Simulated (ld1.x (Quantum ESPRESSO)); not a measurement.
Before and after: PAW potential for W (Z = 74)

* Element: tungsten
* Generator: ld1.x (Quantum ESPRESSO) 7.5
* Type: PAW
* Functional: BP86
* Relativity: scalar-relativistic
* Frozen core: [Xe] 4f14
* Valence charge: 6
* Reference configuration: 5d4 6s2 6p0
* Partial waves: 6s (bound): rcut 1.95, rcutus 2.50 bohr; 6s channel at 1.35 Ry: rcut 1.95, rcutus 2.50 bohr; 6p (bound, empty): rcut 3.30, rcutus 3.60 bohr; 6p channel at 1.25 Ry: rcut 3.30, rcutus 3.60 bohr; 5d (bound): rcut 1.85, rcutus 2.25 bohr; 5d channel at 3.35 Ry: rcut 1.85, rcutus 2.25 bohr
* Local potential: all-electron potential smoothed inside 2.50 bohr (lloc = -2)
* Core correction: a·sin(br)/r model core, default radius (ld1.x builds one for every PAW set, though the input has nlcc=.false.)
* Augmentation charge: BESSEL, radius 2.00 bohr

Change: wave 5d channel at 3.35 Ry: rcut 1.85, rcutus 2.25 bohr becomes 5d channel at -0.14 Ry: rcut 1.85, rcutus 2.25 bohr.

Cutoffs: the cutoffs (Ry, on a coarse ladder) from which the occupation-weighted sum of valence levels, in a spherical-Bessel basis at the reference potential, stays within 10 and 1 mRy of its value at 400 Ry; they do not see the model core or the augmentation charge, which bear on the density cutoff. Errors are all-electron minus pseudo energies relative to the spin-unpolarised reference configuration.

Problem. What does the change do?

Solution. The potential gets neither clearly harder nor softer (18 Ry and 30 Ry → 18 Ry and 30 Ry); the number of tests with a reliable result goes from 7 to 0 (the test run of the changed file stopped, so its transferability is not established); the range in which the d phases agree narrows (upper end at the end of the scan → 0.0); neither file shows a bound ghost.

```csv
quantity,base,changed
"cutoff, loose",18 Ry,18 Ry
"cutoff, tight",30 Ry,30 Ry
bound ghosts,none,none
"largest miss of a reference level, eV",0.01,0.05
tests with a reliable result,7 of 7,0 of 7 (the test run stopped)
s: phases at 3.92 bohr within 0.05 rad from the reference energy up to (Ry; the scan ends near 5),3.3,3.4
p: phases at 3.92 bohr within 0.05 rad from the reference energy up to (Ry; the scan ends near 5),2.1,2.1
d: phases at 3.92 bohr within 0.05 rad from the reference energy up to (Ry; the scan ends near 5),to the end of the scan,0.0
lowest overlap eigenvalue by channel,"s 0.51, p 0.56, d 0.86","s 0.51, p 0.56, d 0.81"
```
